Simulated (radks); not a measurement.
The arsenic anion As3-, [Kr], held by a Watson sphere: a shell of charge +3 at radius R that stands for the Madelung well of a crystal (potential energy -3/R inside, -3/r outside, in hartree with lengths in bohr). Method: scalar-relativistic Kohn-Sham, LDA (Slater exchange, Perdew-Wang correlation), spin-polarised, spherical densities, finite nucleus; Fermi nuclear charge, rms radius of each element as measured or else 0.836 A^(1/3) + 0.57 fm; computed with a radial shooting solver on a logarithmic mesh with Libxc functionals. Response by self-consistent Sternheimer equations with the Hartree and adiabatic LDA kernel, the relativistic mass of each level held fixed and spin-orbit coupling left out. The sphere does not respond.

R (bohr) = 2.53: e(3d) (eV) -38.890; e(4s) (eV) -15.792; e(4p) (eV) -7.118; <r> 4p (bohr) 2.554; sum of <r^2> (bohr^2) 64.63; X-ray form factor at sin(theta)/lambda = 0.2 1/angstrom 26.335; alpha (bohr^3) 43.76
R (bohr) = 2.57: e(3d) (eV) -38.810; e(4s) (eV) -15.660; e(4p) (eV) -7.038; <r> 4p (bohr) 2.571; sum of <r^2> (bohr^2) 65.30; X-ray form factor at sin(theta)/lambda = 0.2 1/angstrom 26.315; alpha (bohr^3) 45.01
R (bohr) = 2.67: e(3d) (eV) -38.630; e(4s) (eV) -15.341; e(4p) (eV) -6.840; <r> 4p (bohr) 2.612; sum of <r^2> (bohr^2) 66.98; X-ray form factor at sin(theta)/lambda = 0.2 1/angstrom 26.269; alpha (bohr^3) 48.30
R (bohr) = 4.2: e(3d) (eV) -37.305; e(4s) (eV) -12.175; e(4p) (eV) -4.312; <r> 4p (bohr) 3.216; sum of <r^2> (bohr^2) 94.88; X-ray form factor at sin(theta)/lambda = 0.2 1/angstrom 26.067; alpha (bohr^3) 142.2
R (bohr) = 4.34: e(3d) (eV) -37.235; e(4s) (eV) -12.008; e(4p) (eV) -4.140; <r> 4p (bohr) 3.269; sum of <r^2> (bohr^2) 97.66; X-ray form factor at sin(theta)/lambda = 0.2 1/angstrom 26.073; alpha (bohr^3) 156.3
R (bohr) = 4.54: e(3d) (eV) -37.142; e(4s) (eV) -11.793; e(4p) (eV) -3.911; <r> 4p (bohr) 3.343; sum of <r^2> (bohr^2) 101.7; X-ray form factor at sin(theta)/lambda = 0.2 1/angstrom 26.083; alpha (bohr^3) 178.5
R (bohr) = 4.77: e(3d) (eV) -37.044; e(4s) (eV) -11.578; e(4p) (eV) -3.669; <r> 4p (bohr) 3.427; sum of <r^2> (bohr^2) 106.5; X-ray form factor at sin(theta)/lambda = 0.2 1/angstrom 26.097; alpha (bohr^3) 207.5
R (bohr) = 4.92: e(3d) (eV) -36.986; e(4s) (eV) -11.454; e(4p) (eV) -3.522; <r> 4p (bohr) 3.482; sum of <r^2> (bohr^2) 109.7; X-ray form factor at sin(theta)/lambda = 0.2 1/angstrom 26.106; alpha (bohr^3) 228.4
